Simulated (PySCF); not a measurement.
## Correlation energy of Rh⁺ (rhodium, charge +1)

[Kr] 4d8, high-spin 3F determinant. Calculation: PySCF 2.14, in def2-QZVPPD with the def2 core potential (28 electrons); a scalar-relativistic core potential. Frozen: 4s2 4p6; 8 electrons correlated.

```csv
level,correlation energy (mhartree)
CCSD,-223.61
(T),-8.27
CCSD(T),-231.88
```

Diagnostics: T1 = 0.0026, D1 = 0.0040, largest double amplitude 0.017.

Cost of the coupled-cluster step: about 30 core-seconds, for 8 correlated electrons.
